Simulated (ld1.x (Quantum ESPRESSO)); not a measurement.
**Before and after: RRKJ potential for C**

```
Element                 : carbon
Generator               : ld1.x (Quantum ESPRESSO) 7.5
Type                    : norm-conserving RRKJ (Kleinman–Bylander form)
Functional              : BLYP
Relativity              : non-relativistic
Frozen core             : [He]
Valence charge          : 4
Reference configuration : 2s2 2p0 (charge +2)
Partial waves           : 2p (bound, empty): rc 1.90 bohr; 3d channel at 0.05 Ry: rc 1.70 bohr; 2s (bound): rc 1.25 bohr
Local potential         : the s channel
Core correction         : a·sin(br)/r model core, default radius (core density twice the valence density)
rho0                    : 0.01
```

All-electron outer shells of the reference configuration (BLYP, non-relativistic, ld1.x):

```tsv
shell	level (eV)	outermost node (bohr)	outermost maximum (bohr)
2s	-40.28	0.37	1.11
2p	-31.82	–	1.01
```

Change: type TM; local potential the d channel; rho0 0.

Cutoffs: the cutoffs (Ry, on a coarse ladder) from which the occupation-weighted sum of valence levels, in a spherical-Bessel basis at the reference potential, stays within 10 and 1 mRy of its value at 400 Ry; they do not see the model core or the augmentation charge, which bear on the density cutoff. Errors are all-electron minus pseudo energies relative to the spin-unpolarised reference configuration.

How do hardness, ghosts and transferability respond?

The potential gets neither clearly harder nor softer (35 Ry and 90 Ry → 35 Ry and 90 Ry); of the 7 tests that both files solve, the error grows in 0 and shrinks in 6 by more than 15 % and 0.3 meV (median size 273.9 → 217.4 meV); neither file shows a bound ghost. Several settings change at once here, so the effects cannot be laid on one of them.

```csv
quantity,base,changed
"cutoff, loose",35 Ry,35 Ry
"cutoff, tight",90 Ry,90 Ry
bound ghosts,none,none
"error for 2s2 2p2, meV [ΔE -35.01 eV]",+298,+231
"error for 2s2 2p1, meV [ΔE -24.18 eV]",+139,+109
"error for 2s1 2p0, meV [ΔE 48.13 eV]",+30,+33
"error for 2s2 2p2.3, meV [ΔE -36.16 eV]",+321,+248
"error for 2s2 2p1.5, meV [ΔE -31.07 eV]",+232,+181
"error for 2s0 2p4, meV [ΔE -18.23 eV]",+588,+461
"error for 2s1 2p2, meV [ΔE -15.55 eV]",+274,+217
s: phases at 2.04 bohr within 0.05 rad from the reference energy up to (Ry; the scan ends near 5),1.1,1.0
p: phases at 2.04 bohr within 0.05 rad from the reference energy up to (Ry; the scan ends near 5),0.5,0.7
d: phases at 2.04 bohr within 0.05 rad from the reference energy up to (Ry; the scan ends near 5),to the end of the scan,to the end of the scan
```
